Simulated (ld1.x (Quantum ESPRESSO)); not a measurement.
## caesium, PAW: configuration errors across variants

caesium (Cs), PAW, made with ld1.x (Quantum ESPRESSO) 7.5 (PBE, scalar-relativistic). Core [Kr] 4d10, reference 5s2 5p6 5d0 6s1 6p0. Waves: 5s (bound): rcut 2.25, rcutus 2.45 bohr; 6s (bound): rcut 2.25, rcutus 2.45 bohr; 5p (bound): rcut 3.75, rcutus 4.45 bohr; 6p (bound, empty): rcut 3.75, rcutus 4.45 bohr; 5d (bound, empty): rcut 3.85, rcutus 4.35 bohr; 5d channel at 5.25 Ry: rcut 3.85, rcutus 4.35 bohr. Local part: all-electron potential smoothed inside 2.40 bohr (lloc = -1). Core correction: Bessel-smoothed model core inside 2.30 bohr. Augmentation charge: PSQ, inside the norm-conserving radii.

All-electron excitation energies from the reference (eV): (1) 5s2 5p6 5d0 6s0 6p0 3.864; (2) 5s2 5p6 5d0 6s0.5 6p0 1.471; (3) 5s2 5p6 5d0 6s0 6p1 1.371; (4) 5s2 5p6 5d1 6s0 6p0 1.672.

The overlap operator is not positive definite (basis up to 400 Ry) in “base”, “core correction Bessel-smoothed model core inside 1.20 bohr”, “all radii but the core radius scaled by about 1.13 (s 2.76, p 5.00, d 4.90 bohr, rcut 2.52/4.22/4.32); local potential all-electron potential smoothed inside 2.70 bohr (lloc = -1)”, “local potential all-electron potential smoothed inside 3.30 bohr (lloc = -1)”. Such files are unfit for use, however small their errors in these radial tests.

Tests that are not counted but printed errors over 1 eV. “all radii but the core radius scaled by about 1.13 (s 2.76, p 5.00, d 4.90 bohr, rcut 2.52/4.22/4.32); local potential all-electron potential smoothed inside 2.70 bohr (lloc = -1)”: 5s2 5p6 5d0 6s0 6p0 (solver errors, printed error -376 eV).

2 further variants failed, have other tests or too few solved ones, and are left out.

A true bound ghost makes a file unfit for plane-wave use even where its test errors are small: the radial tests pick states by their node count and pass the ghost by.

Errors AE − PS in meV (a dash: test not solved or not reliable):

| change | (1) | (2) | (3) | (4) | bound ghosts |
| --- | --- | --- | --- | --- | --- |
| base | -19 | -2.2 | +6.3 | -3.5 | d (p not tested, overlap not positive) |
| core correction Bessel-smoothed model core inside 1.20 bohr | -19 | -2.2 | +6.2 | -3.6 | d (p not tested, overlap not positive) |
| all radii but the core radius scaled by about 1.13 (s 2.76, p 5.00, d 4.90 bohr, rcut 2.52/4.22/4.32); local potential all-electron potential smoothed inside 2.70 bohr (lloc = -1) | – | – | – | – | not determined (overlap not positive) |
| local potential all-electron potential smoothed inside 3.30 bohr (lloc = -1) | – | – | – | – | not determined (overlap not positive) |

(1) Give the same row for: wave 5d channel at 5.25 Ry: rcut 3.85, rcutus 4.35 bohr becomes 5d channel at 0.13 Ry: rcut 3.85, rcutus 4.35 bohr.

Results:

(1) -19, -2.2, +6.3, –; bound ghosts: not determined (overlap not positive). Its overlap operator is not positive definite in a basis up to 400 Ry (lowest eigenvalue p -1.00), so the file is unfit for use: the generalised eigenproblem breaks down once the basis is large enough, and its test numbers describe a broken file.
